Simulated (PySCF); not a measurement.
# Excitation energy of P by level of theory

P [Ne] 3s2 3p3 (4S) → P [Ne] 3s1 3p3 3d1 (6D), as a difference of total energies. Calculation: PySCF 2.14, in dyall-av3z (19s12p3d2f, 84 functions); no relativity, point nucleus. Correlated levels: valence: [Ne] frozen; virtual orbitals above 40 to 60 times the deepest correlated orbital energy dropped. The calculations carry no spin-orbit coupling.

| method | excitation energy (cm⁻¹) |
| --- | --- |
| UHF | 100460 |
| MP2 (valence) | 112640 |
| SCS-MP2 (valence) | 116270 |
| CCSD (valence) | 114330 |
| CCSD(T) (valence) | 115070 |

The upper state lies above the first ionisation limit, but in LS coupling its spin forbids autoionisation to the ground ion.

The promoted electron is Rydberg-like, and one or two diffuse shells describe it only roughly, which tends to raise the upper state.
